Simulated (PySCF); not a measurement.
Species: C4H12Si.
Numbering: `[CH3:1][Si:2]([CH3:3])([CH3:4])[CH3:5]` (hydrogens: H6, H7, H8 on C1; H9, H10, H11 on C3; H12, H13, H14 on C4; H15, H16, H17 on C5)

Cartesian coordinates in Å at the PBE0-D3(BJ)/def2-SVP level; atoms count from 1:
```
atom  x, y, z in Å
C1    -0.715   -0.887   -1.501
Si2   -0.002    0.000    0.001
C3     0.283    1.815   -0.420
C4    -1.209   -0.129    1.442
C5     1.637   -0.796    0.482
H6    -1.674   -0.443   -1.811
H7    -0.890   -1.953   -1.285
H8    -0.024   -0.828   -2.357
H9     0.699    2.364    0.439
H10   -0.658    2.307   -0.712
H11    0.990    1.919   -1.259
H12   -2.179    0.330    1.191
H13   -1.395   -1.180    1.713
H14   -0.818    0.384    2.335
H15    1.505   -1.860    0.734
H16    2.366   -0.735   -0.342
H17    2.078   -0.296    1.358
```

Computed with PySCF, PBE0-D3(BJ)/def2-SVP geometry optimisation, gas phase.

Masses are those of the commonest isotopes; rigid-rotor values at the optimised geometry. 

(1) Give the principal moments of inertia and the rotational constants in GHz.

(2) Classify the top.

## Answers

(1) Ia = 164.02, Ib = 164.17, Ic = 164.19 u·Å²; 505379 MHz·u·Å²/I gives 3081, 3078 and 3078 MHz, that is A = 3.0812, B = 3.0784, C = 3.0780 GHz.

(2) A spherical top, as the point group Td requires three equal moments; the computed ones differ by 0.10 % because the geometry is symmetric only within the optimiser's tolerance.

The point group Td allows no dipole (computed: 0.00 D), so a rigid rotor has no electric-dipole lines.

Question: Estimate the classical rotational partition function at 10 K, 200 K and 298.15 K.

Answer: Point group Td, symmetry number σ = 12; q = (√π/σ)·√((kT/h)³/(ABC)), k/h = 20836.6 MHz/K: 82.2 at 10 K, 7350 at 200 K, 13400 at 298.15 K.

No frequency check. Zero-point vibration and centrifugal distortion are left out.

The run took 47 s wall on one thread, Intel Xeon 6975P-C (x86_64), shared host, and the process peaked at 0.60 GiB of memory. That covers the optimisation of the geometry.
